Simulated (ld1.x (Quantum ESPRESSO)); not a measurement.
## Fe: one change to a TM potential, before and after

| Property | Result |
| --- | --- |
| Element | Fe (Z = 26) |
| Generator | ld1.x (Quantum ESPRESSO) 7.5 |
| Type | norm-conserving Troullier–Martins (Kleinman–Bylander form) |
| Functional | LDA (PZ) |
| Relativity | scalar-relativistic |
| Frozen core | [Ar] |
| Valence charge | 8 |
| Reference configuration | 3d6 4s1.5 4p0 (charge +0.5) |
| Partial waves | 4s (bound): rc 2.15 bohr; 4p (bound, empty): rc 3.40 bohr; 3d (bound): rc 1.25 bohr |
| Local potential | all-electron potential smoothed inside 1.85 bohr (lloc = -2) |
| Core correction | Bessel-smoothed model core inside 0.95 bohr |

All-electron outer shells of the reference configuration (LDA (PZ), scalar-relativistic, ld1.x):

```csv
shell,level (eV),outermost node (bohr),outermost maximum (bohr)
3p,-64.04,0.30,0.72
3d,-11.83,–,0.71
4s,-8.94,1.00,2.32
4p,-4.34,1.10,3.02
```

Change: all radii but the core radius scaled by about 1.38 (s 2.98, p 4.70, d 1.72 bohr); local potential all-electron potential smoothed inside 2.56 bohr (lloc = -2).

Cutoffs: the cutoffs (Ry, on a coarse ladder) from which the occupation-weighted sum of valence levels, in a spherical-Bessel basis at the reference potential, stays within 10 and 1 mRy of its value at 400 Ry; they do not see the model core or the augmentation charge, which bear on the density cutoff. Errors are all-electron minus pseudo energies relative to the spin-unpolarised reference configuration.

Q: How do hardness, ghosts and transferability respond?

A: The potential gets softer (140 Ry and 230 Ry → 90 Ry and 160 Ry); of the 7 tests that both files solve, the error grows in 5 and shrinks in 1 by more than 15 % and 0.3 meV (median size 58.5 → 107.2 meV); neither file shows a bound ghost. A larger radius leaves more room for a smooth pseudo-wave, so fewer plane waves are needed.

| quantity | base | changed |
| --- | --- | --- |
| cutoff, loose | 140 Ry | 90 Ry |
| cutoff, tight | 230 Ry | 160 Ry |
| loose cutoff by channel (10 mRy a level) | s 8 Ry, d 120 Ry | s 6 Ry, d 80 Ry |
| bound ghosts | none | none |
| tests with a reliable result | 8 of 9 | 8 of 9 |
| error for 3d6 4s1 4p0, meV [ΔE 5.39 eV] | -2.3 | -2.4 |
| error for 3d6 4s0 4p0, meV [ΔE 21.88 eV] | -33 | -44 |
| error for 3d4 4s0 4p0, meV [ΔE 109.78 eV] | -1614 | -1995 |
| error for 3d5 4s2 4p1, meV [ΔE 5.27 eV] | -320 | -195 |
| error for 3d6 4s0 4p1, meV [ΔE 10.52 eV] | -1.1 | +3.2 |
| error for 3d6 4s1.5 4p0 (spin-polarised), meV [ΔE -3.67 eV] | +59 | +114 |
| error for 3d6 4s2 4p0 (spin-polarised), meV [ΔE -6.98 eV] | +67 | +107 |
